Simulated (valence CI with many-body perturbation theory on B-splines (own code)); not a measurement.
# Xe³¹⁺: magnetic and hyperfine properties of the levels

Calculated by configuration interaction combined with many-body perturbation theory (CI+MBPT): five valence electrons over a frozen Dirac-Fock core [Ar], a basis of 7 s, 7 p, 8 d, 6 f, 4 g, 1 h functions for each j, with the one-electron correlation potential Σ1, the two-electron term Σ2, the three-electron term Σ3, Breit, model QED; selected CI, second order for the rest (own B-spline code, finite nucleus).

No measured spectrum was set against this ion. As an estimate, large intervals hold to a few tenths of a per cent, small ones and those within an open d or f shell to about a per cent. Only levels of the ground parity were solved; by the run's estimate the other parity begins above the list, which can be wrong where configurations are misplaced.

A/g_I is the dipole constant over the nuclear g factor μ/I (μ in nuclear magnetons, uniformly magnetised nucleus), B/Q the quadrupole constant per barn. Both hold the static response of the core; the bare values leave it out. Large factors of s and p1/2 electrons are usually good to 5 to 10 %; those of open d and f shells near neutrality can be off by tens of per cent, and small factors of p3/2, d and f electrons come from cancelling terms and can be off by a factor of two or in sign, in half-filled shells by more. B is blank for J = 1/2, where it vanishes, and for nearly pure S terms. Energies count from the lowest level.

Levels are named by their leading jj configuration (3d3/2^4 stands for four electrons in 3d with j = 3/2), which in mixed levels can hold well under half, so a name can repeat and another be missing. Letters in brackets count levels of one name in rising energy.

```csv
Level,E (cm⁻¹),g,A/g_I (MHz),A/g_I bare,B/Q (MHz/b),B/Q bare
(3d3/2^4 3d5/2) J=5/2,0,1.727,4130,5030,6920,7030
(3d3/2^3 3d5/2^2) J=5/2 [a],92470,1.152,10300,10500,15700,16000
(3d3/2^3 3d5/2^2) J=7/2 [a],149920,1.129,13900,14100,18900,19200
(3d3/2^3 3d5/2^2) J=3/2 [a],154830,1.297,15000,15400,16600,16900
(3d3/2^3 3d5/2^2) J=11/2,158100,1.163,16400,16600,172,156
(3d3/2^3 3d5/2^2) J=9/2,174920,1.156,14900,15100,17700,18100
(3d3/2^3 3d5/2^2) J=5/2 [b],178100,1.121,13800,14000,5540,5660
(3d3/2^3 3d5/2^2) J=1/2,188050,1.882,-6840,-5730,,
(3d3/2^3 3d5/2^2) J=7/2 [b],218700,1.167,15800,16000,-9830,-10000
(3d3/2^2 3d5/2^3) J=5/2 [a],230670,1.214,11200,11500,82.1,86.1
(3d3/2^2 3d5/2^3) J=7/2 [a],254470,1.186,13300,13600,-10200,-10400
(3d3/2^2 3d5/2^3) J=11/2,258960,1.047,17100,17200,1230,1260
(3d3/2^3 3d5/2^2) J=3/2 [b],262010,0.848,27900,27700,-15700,-16000
(3d3/2^2 3d5/2^3) J=9/2 [a],273810,1.145,14600,14800,-3330,-3400
(3d3/2^2 3d5/2^3) J=1/2 [a],274750,0.645,36500,36100,,
(3d3/2^2 3d5/2^3) J=3/2 [a],284410,1.159,14500,14700,2780,2830
(3d3/2^2 3d5/2^3) J=13/2,284660,1.072,17800,18000,-46.2,-42.3
(3d3/2^2 3d5/2^3) J=5/2 [b],299860,1.016,18200,18300,-3810,-3870
(3d3/2^2 3d5/2^3) J=9/2 [b],327220,1.101,16400,16500,1670,1700
(3d3/2^2 3d5/2^3) J=7/2 [b],339880,0.990,21500,21500,-733,-754
(3d3/2^2 3d5/2^3) J=5/2 [c],344120,1.041,18300,18400,3510,3570
(3d3/2^2 3d5/2^3) J=3/2 [b],364290,0.763,27400,27200,1460,1500
(3d3/2 3d5/2^4) J=5/2 [a],374490,1.177,9380,9650,-11400,-11600
(3d3/2^2 3d5/2^3) J=7/2 [c],374990,1.064,19200,19300,5500,5610
(3d3/2^2 3d5/2^3) J=1/2 [b],383280,1.887,-5320,-4210,,
(3d3/2^2 3d5/2^3) J=9/2 [c],410000,1.103,16200,16300,13200,13400
(3d3/2 3d5/2^4) J=7/2 [a],414230,1.191,12800,13100,-29200,-29700
(3d3/2 3d5/2^4) J=11/2,424390,1.061,17400,17600,-1470,-1470
(3d3/2 3d5/2^4) J=3/2 [a],442990,0.861,19300,19200,-17900,-18300
(3d3/2 3d5/2^4) J=5/2 [b],467380,1.113,15600,15800,15600,15900
(3d3/2 3d5/2^4) J=9/2,483250,1.107,15700,15800,-29200,-29800
(3d3/2^2 3d5/2^3) J=5/2 [d],499670,1.103,13800,14000,-8710,-8870
(3d3/2 3d5/2^4) J=7/2 [b],512900,0.953,20300,20300,25500,26000
(3d3/2^2 3d5/2^3) J=3/2 [c],517150,1.211,14800,15100,-14400,-14700
(3d3/2 3d5/2^4) J=1/2,577560,0.902,35.3,35.7,,
(3d5/2^5) J=5/2,621980,1.176,12400,12700,-23500,-24000
(3d3/2 3d5/2^4) J=3/2 [b],641780,0.890,27600,27500,27200,27700
```

Task: Take the isotope of mass number 129, with I = 1/2, μ = -0.77796 μN. What is the hyperfine structure of (3d3/2^3 3d5/2^2) J=5/2 [a]?

Result: From the table A = -16000 MHz. Shifts from the centre of gravity in MHz: F = 2: 28000, F = 3: -20000.
